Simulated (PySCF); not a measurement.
Gas-phase reaction: WOCl4 + WO3 → 2 WO2Cl2

Energies from PySCF, thermal terms from the rigid-rotor harmonic-oscillator model, ideal gas at 1 bar. † marks an energy on the PBE0/def2-TZVP geometry and frequencies; other levels use their own. MP2 freezes the core. All species are closed-shell singlets. W: scalar-relativistic def2 core potential, no spin-orbit coupling. MP2 isn't extrapolated to the basis-set limit.

LDA/def2-TZVP† gives ΔH°(298 K) = -318 kJ.

Task: What do MP2/def2-TZVPP†, HF/def2-TZVP†, PBE/def2-SVP give?

Result: MP2/def2-TZVPP†: -361 kJ; HF/def2-TZVP†: -409 kJ; PBE/def2-SVP: -312 kJ. For scale, ΔH°(298 K) is -318 kJ at this level, -360 kJ at ωB97M-V/def2-TZVP†, and runs from -409 to -221 kJ over the 17 levels computed.
